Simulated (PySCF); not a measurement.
## Dipole response of Ne⁺ (neon, charge +1)

[He] 2s2 2p5, 2P determinant. All numbers are calculated (PySCF 2.14, no relativity, point nucleus, in def2-TZVPPD (6s4p3d1f, 40 functions)). Coupled (time-dependent) response in atomic units; α is the mean over directions.

```
 method  mean α (bohr³)         α xx, yy, zz  C₆ (like pair)   S(−4)
    UHF           1.221  1.283, 1.189, 1.189           2.060  0.4995
    PBE           1.392  1.429, 1.374, 1.374           2.412  0.7241
   PBE0           1.333  1.380, 1.310, 1.310           2.290  0.6413
  M06-L           1.277  1.348, 1.242, 1.242           2.175  0.5872
wB97M-V           1.353  1.399, 1.330, 1.330           2.328  0.6714
```

S(−4) is the Cauchy moment in α(ω) = α(0) + S(−4) ω² + …

α(iu) at PBE0:

```json
{"u (hartree)": "0", "α(iu) (bohr³)": "1.333"}
{"u (hartree)": "0.0500", "α(iu) (bohr³)": "1.332"}
{"u (hartree)": "0.100", "α(iu) (bohr³)": "1.327"}
{"u (hartree)": "0.200", "α(iu) (bohr³)": "1.308"}
{"u (hartree)": "0.300", "α(iu) (bohr³)": "1.279"}
{"u (hartree)": "0.500", "α(iu) (bohr³)": "1.197"}
{"u (hartree)": "0.750", "α(iu) (bohr³)": "1.071"}
{"u (hartree)": "1.00", "α(iu) (bohr³)": "0.9446"}
{"u (hartree)": "1.50", "α(iu) (bohr³)": "0.7282"}
{"u (hartree)": "2.00", "α(iu) (bohr³)": "0.5696"}
{"u (hartree)": "3.00", "α(iu) (bohr³)": "0.3708"}
{"u (hartree)": "5.00", "α(iu) (bohr³)": "0.1884"}
```

A single London oscillator, α(iu) = α/(1 + u²/ω²), gives C₆ = (3/4) ω α². Matching the computed C₆ needs ω = 4 × 2.290 / (3 × 1.333²) = 1.72 hartree.

For an ion, C₆ is the dispersion term alone; charge-induced terms of lower order in 1/R come first.

The components differ because the open shell of this determinant is not spherical; for a pure term their mean is the scalar polarisability.
